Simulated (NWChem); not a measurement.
# C$_{4}$H$_{3}$N$_{2}$, doublet; SMILES c1cn[c]nc1

Computed with NWChem. Pople sets run with spherical d functions. Spin-unrestricted. In the optimisation the excess spin sits in a1 (C2v, its own frame). All runs use the structure optimised with PBE0/def2-SVP, spin-unrestricted. No stability test was run on the SCF state.

**Question.** Order these by “dipole (D)”, lowest first: CAM-B3LYP/STO-3G; CAM-B3LYP/6-311++G**; CAM-B3LYP/6-31G*; CAM-B3LYP/6-311G**.

**Answer.** CAM-B3LYP/STO-3G (2.89), CAM-B3LYP/6-31G* (3.44), CAM-B3LYP/6-311G** (3.56), CAM-B3LYP/6-311++G** (3.76)
